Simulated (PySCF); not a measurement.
C2H9GeNO.

```xyz
14

Ge     1.0012    -0.3014    -0.0527
N      1.3420     1.4459     0.4345
O     -0.7584    -0.6043     0.1849
C     -1.6872     0.2571    -0.4654
C     -3.0775    -0.0109     0.0888
H      1.3877    -0.4065    -1.5565
H      1.6372    -1.3941     0.8434
H      1.5159     1.6060     1.4314
H      2.0687     1.9145    -0.1152
H     -1.4091     1.3267    -0.3103
H     -1.6787     0.0810    -1.5706
H     -3.8321     0.6315    -0.4091
H     -3.1060     0.1926     1.1782
H     -3.3606    -1.0713    -0.0671
```

The structure is a stationary point at PBE-D3(BJ)/def2-SVP. Other conformers were not sampled.

These are PBE/pcSseg-1 in PySCF values and carry that method's errors. Non-relativistic, no solvent.

Computed absolute GIAO shielding of each atom: isotropic value and principal components (ppm):
| atom | σ(iso) | σ11 | σ22 | σ33 | span |
|---|---|---|---|---|---|
| Ge1 | 1274.7 | 1138.2 | 1271.5 | 1414.6 | 276.4 |
| N2 | 237.2 | 201.5 | 249.1 | 261.1 | 59.6 |
| O3 | 246.5 | 195.5 | 256.8 | 287.3 | 91.8 |
| C4 | 113.4 | 81.2 | 101.1 | 157.8 | 76.6 |
| C5 | 157.7 | 140.5 | 154.3 | 178.5 | 38.0 |
| H6 | 25.7 | 19.5 | 21.3 | 36.3 | 16.7 |
| H7 | 25.4 | 18.6 | 21.1 | 36.6 | 18.0 |
| H8 | 30.6 | 23.6 | 26.4 | 41.9 | 18.3 |
| H9 | 30.6 | 23.4 | 26.4 | 42.1 | 18.6 |
| H10 | 26.5 | 20.3 | 28.1 | 30.9 | 10.6 |
| H11 | 27.3 | 22.2 | 27.2 | 32.5 | 10.3 |
| H12 | 29.9 | 26.3 | 27.2 | 36.3 | 10.1 |
| H13 | 29.7 | 26.2 | 28.3 | 34.5 | 8.4 |
| H14 | 29.5 | 26.1 | 27.8 | 34.7 | 8.6 |
